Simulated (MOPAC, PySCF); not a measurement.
H5GaS2Si, SMILES `[SiH3][Ga]([SH])[SH]` (S–Ga–S–H torsion -179°, S–Ga–S–H torsion 0°), neutral singlet in the gas phase. 

Z-matrix (Å, degrees):
```
Ga
S 1 2.2038
H 2 1.3437 1 94.87
S 1 2.2075 2 114.31 3 -0.41
H 4 1.3431 1 94.44 2 -179.37
Si 1 2.3983 2 121.92 3 179.11
H 6 1.4859 1 111.18 2 14.72
H 6 1.4875 7 109.19 1 -121.16
H 6 1.4877 7 109.01 8 -118.27
```
Charge 0, spin multiplicity 1.

All levels are single points at this geometry (PBE0-D3(BJ)/def2-TZVP); Pople sets use spherical d functions. Orbital energies aren't observables, and empty levels follow the basis.

PBE-D3(BJ)/def2-TZVP in PySCF gives dipole (D) = 1.26.

Problem. Estimate the dipole (D) from each of these levels: M06-2X/def2-TZVP in PySCF; B3LYP/3-21G in PySCF; BP86/6-31G* in PySCF; HF/6-31G* in PySCF; AM1 in MOPAC.

Solution. 
```tsv
level	dipole (D)
M06-2X/def2-TZVP in PySCF	1.48
B3LYP/3-21G in PySCF	2.04
BP86/6-31G* in PySCF	1.53
HF/6-31G* in PySCF	1.85
AM1 in MOPAC	2.15
```
